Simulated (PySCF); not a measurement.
## Krypton: a sound run and one with changed settings

Sound run: Kr [Kr], Kr+ [Ar] 3d10 4s2 4p5. Calculation: PySCF 2.14, in x2c-SVPall; scalar relativity by spin-free X2C-1e. The sound run starts from symmetry-adapted Hartree-Fock orbitals and uses a fine grid where one is needed.

Changed run: radial step 0.3 in ln r (0.13 in the sound run). This setting is unsound on purpose.

```csv
species,method,sound run (hartree),changed run (hartree),converged
Kr,UHF,-2787.68716,-2787.68716,yes
Kr,B3LYP,-2789.56943,-2789.56883,yes
Kr,M06-L,-2789.42855,-2789.42636,yes
Kr+,UHF,-2787.20387,-2787.20387,yes
Kr+,B3LYP,-2789.05101,-2789.05064,yes
Kr+,M06-L,-2788.91240,-2788.90695,yes
```

Ionisation energy of Kr:

| method | sound run (eV) | changed run (eV) |
| --- | --- | --- |
| UHF | 13.151 | 13.151 |
| B3LYP | 14.107 | 14.101 |
| M06-L | 14.045 | 14.134 |

A coarse radial grid mis-integrates the density and the exchange-correlation energy, with errors of either sign; Hartree-Fock needs no grid.

For comparison, NIST gives 14.000 eV between the lowest levels.
